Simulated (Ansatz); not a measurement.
`C#C[Si](F)(Cl)Cl` + `[OH][GeH3]` → `F[Si](Cl)(Cl)[O][GeH3]` + `C#C` at 298.15 K and 1 bar (ligand exchange at the Si–C bond).

Calculated with Ansatz (gas phase, PBE0-D4/def2-TZVP geometries, no zero-point term in ΔE). CCSD(T)/CBS adds triple-zeta CCSD(T) − MP2 to the extrapolated MP2 energy (def2 sets, frozen cores). This one scheme is used for every species. For Ge outer-core shells are correlated without core-valence functions, which leaves a few kJ/mol of doubt a bond. Scalar relativity is left out up to krypton. One conformer a species, not always the lowest.

```tsv
species	CCSD(T)/CBS energy (Eh)	H − E (kJ/mol)	S (J/(mol·K))
`C#C[Si](F)(Cl)Cl`	-1385.25733	90.6	360.0
`[OH][GeH3]`	-2153.69723	109.3	272.0
`F[Si](Cl)(Cl)[O][GeH3]`	-3461.76595	119.1	424.2
`C#C`	-77.22717	80.8	200.2
```

H − E and S are ideal-gas, rigid-rotor, harmonic terms from PBE0-D4/def2-TZVP, for one conformer and one mirror image of each species. 1 Eh = 2625.50 kJ/mol, R = 8.31446 J/(mol·K).

By hand: ΔE, ΔH, ΔS and ΔG.

ΔE = (-3461.76595) + (-77.22717) − (-1385.25733) − (-2153.69723) = -0.03856 Eh = -101.2 kJ/mol. Δ(H − E) = 119.1 + 80.8 − 90.6 − 109.3 = 0.0, so ΔH = -101.2 kJ/mol. ΔS = 424.2 + 200.2 − 360.0 − 272.0 = -7.6 J/(mol·K). ΔG = -101.2 − 298.15 × (-7.6)/1000 = -98.9 kJ/mol.

By hand: the equilibrium constant, and the temperature at which ΔG would vanish if ΔH and ΔS stayed fixed.

log₁₀ K = −ΔG/(RT ln 10) = 17.3. ΔG = 0 at ΔH/ΔS = 13316 K, far beyond where these terms or the molecules hold.

The number of gas molecules stays the same, so ΔS is small and ΔH decides. A doubt of 5 kJ/mol in ΔE shifts log₁₀ K by 0.9 here. Other conformers and mirror images would add mixing entropy, several J/(mol·K) or more a flexible species. Modes under 60 cm⁻¹, often nearly free rotors, make the harmonic entropy too high. These are equilibria of isolated gas molecules and say nothing of rates. Largest T1 diagnostic: 0.013 (customary marks: 0.02 for closed shells, 0.045 for open ones).
